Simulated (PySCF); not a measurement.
## Working out the ionisation energy of Kr+

Kr+ [Ar] 3d10 4s2 4p5 (2P) → Kr(2+) [Ar] 3d10 4s2 4p4 (3P). Calculation: PySCF 2.14, in ANO-RCC-VTZP (6s5p3d1f, 43 functions); the spin-free X2C one-electron Hamiltonian (Gaussian nucleus). Frozen: [Ar] 3d10. Energies in hartree (1 hartree = 27.21139 eV):

```tsv
part	Kr+ (lower)	Kr(2+) (upper)
UHF	-2787.699133	-2786.845423
CCSD correlation	-0.158521	-0.127805
(T)	-0.004068	-0.002966
```

Problem. What does Hartree-Fock give?

Solution. (-2786.845423) − (-2787.699133) = 0.853710 hartree = 23.231 eV.

Problem. What do CCSD and CCSD(T) give?

Solution. The CCSD correlation energies differ by 0.030716 hartree = 0.836 eV and the triples by 0.001102 hartree = 0.030 eV, so CCSD gives 24.067 eV and CCSD(T) 24.097 eV.

Reference: 24.360 eV (measured; NIST Atomic Spectra Database, ionization energies), between the lowest levels; spin-orbit coupling is absent from the calculation.

What remains against the reference includes basis incompleteness, the frozen core and higher excitations.
